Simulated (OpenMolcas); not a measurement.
**A ladder of methods for BCNF2 (SMILES N#CB(F)F)**

BCNF2: 5 atoms, total charge 0, spin state singlet. SMILES: `N#CB(F)F`. Geometry: relaxed at PBE0-D4/def2-TZVP.

Quantity: the dipole moment, in D. The values are calculated.

```csv
level,kind,program,value (D),CPU time
SVWN5/6-311+G**,LDA,OpenMolcas,1.84,29 s
BLYP/6-311+G**,GGA,OpenMolcas,1.82,36 s
PBE/6-311+G**,GGA,OpenMolcas,1.83,37 s
TPSS/6-311+G**,meta-GGA,OpenMolcas,1.84,54 s
r2SCAN/6-311+G**,meta-GGA,OpenMolcas,1.82,47 s
B3LYP/6-311+G**,global hybrid,OpenMolcas,1.78,36 s
BHLYP/6-311+G**,global hybrid,OpenMolcas,1.74,35 s
M06-2X/6-311+G**,hybrid meta-GGA,OpenMolcas,1.76,47 s
```

The values span 1.74 to 1.84 D. Magnitudes only. Times are those of the runs behind each value, whatever else they computed, on shared processors of several kinds: orders of magnitude only.
